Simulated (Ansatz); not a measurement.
Program: Ansatz. Geometries: PBE0-D4/def2-TZVP. ΔE: electronic, gas phase. CCSD(T)/CBS is the MP2 limit (def2-TZVPP, def2-QZVPP) plus CCSD(T) − MP2 in def2-TZVPP, frozen cores. This one scheme is used for every species. Functionals use def2-TZVPP. B3LYP here is the variant with VWN-RPA as its local correlation; programs differ in this. For As outer-core shells are correlated without core-valence functions, which leaves a few kJ/mol of doubt a bond. Scalar relativity is left out up to krypton. Each species was taken in one conformer, which may not be the lowest.

Consider the formal exchange of groups at the As–N bond: `C=N[AsH]C` + `CC` → `CC[AsH]C` + `C=N`.

Is it downhill or uphill in electronic energy at CCSD(T)/CBS, and by how much? (Estimate.)

Computed: Uphill: ΔE = +5.4 kJ/mol.

What do these levels give: PBE0-D4, ωB97X-V, ωB97M-V, B3LYP, CCSD/def2-TZVPP, MP2/def2-QZVPP? (Best estimate.)

Computed: PBE0-D4 9.3, ωB97X-V 9.7, ωB97M-V 8.8, B3LYP 17.1, CCSD/def2-TZVPP 5.2, MP2/def2-QZVPP 7.3 kJ/mol.

Largest T1 diagnostic among the species: 0.012.

From BLYP to BHLYP (50 % exact exchange), in def2-TZVPP and without D4, ΔE moves by −7.4 kJ/mol. Leaving LDA and LC-ωPBE aside and taking each functional with its dispersion term where it has one, the values, not all of them listed here, spread over 11.1 kJ/mol, from PBE-QIDH to BLYP-D4. In def2-TZVPP, CCSD(T) changes the Hartree–Fock value by −6.0 kJ/mol (the triples alone add +0.9 kJ/mol) and MP2 by −4.4 kJ/mol.
